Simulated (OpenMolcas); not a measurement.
## Levels of Sb by method

* Program: OpenMolcas 26.06
* Basis: ANO-RCC [10s9p8d5f3g]
* Scalar Hamiltonian: DKH2, point nucleus
* Active space: 5 electrons in 9 orbitals (RAS2 5s 5p; RAS3 5d, at most 2 electrons)
* State averaging: 2S+1 = 4 odd, 1 root; 2S+1 = 2 odd, 8 roots; 2S+1 = 4 even, 3 roots; 2S+1 = 2 even, 8 roots
* Spin-orbit coupling: state interaction with AMFI integrals over the reference wave functions, term energies averaged over their components

Methods on the same reference wave functions:
A. RASSCF
B. SS-RASPT2, IPEA 0.25 Eh, imaginary shift 0.1 Eh (closed shells correlated: 4d)

Energies in cm⁻¹ above 5s² 5p³ ⁴S°_3/2, the measured ground level; measured values from NIST Handbook of Basic Atomic Spectroscopic Data.

```
          Level      A      B  Measured
5s² 5p³ ⁴S°_3/2    0.0    0.0       0.0
5s² 5p³ ²D°_3/2  11811   8750      8512
5s² 5p³ ²D°_5/2  12873   9770      9854
5s² 5p³ ²P°_1/2  19860  16860     16395
5s² 5p³ ²P°_3/2  21251  18290     18464
  5s 5p⁴ ⁴P_5/2  54595  56030
```

Deviations, from unrounded energies. A percentage is the sum of absolute deviations over the sum of measured energies, with the sign that they share, or ± where signs differ.

```tsv
Against measurement	Levels	A	B
mean absolute deviation (cm-1)	4	3100	240
other terms of the ground configuration (%)	4	+23.6	±1.8
```

B lies closest to measurement on these levels. The largest miss of B in the table is 5s² 5p³ ²P°_1/2, by +470 cm-1. The ranking rests on the paired levels alone, and a cruder setting can come out closer through cancelling errors.

From A to B the spin-free energies of the other terms of 5s² 5p³ shown, above ⁴S°, scale by factors of 0.75 to 0.84.

The lowest spin-free term lies below A's lowest term by 0.500 hartree in B.

The run also gave levels led by 5s² 5p² 5d, which use shells meant for correlation; these and all levels above them are left out. Some terms mix strongly with configurations of 5d, whose occupation reaches 0.31 (5s 5p⁴ ⁴P) (holds for A). Measured partners are found by configuration, term and J. A level has none where our copy of the source lacks it or the pairing is in doubt (some pairs that miss far off the trend of their configuration count as doubtful), and it then counts in no deviation. Levels of configurations outside the active space are missing. The table leaves out levels that lie high or whose names do not pair safely across all columns.

° marks odd parity.
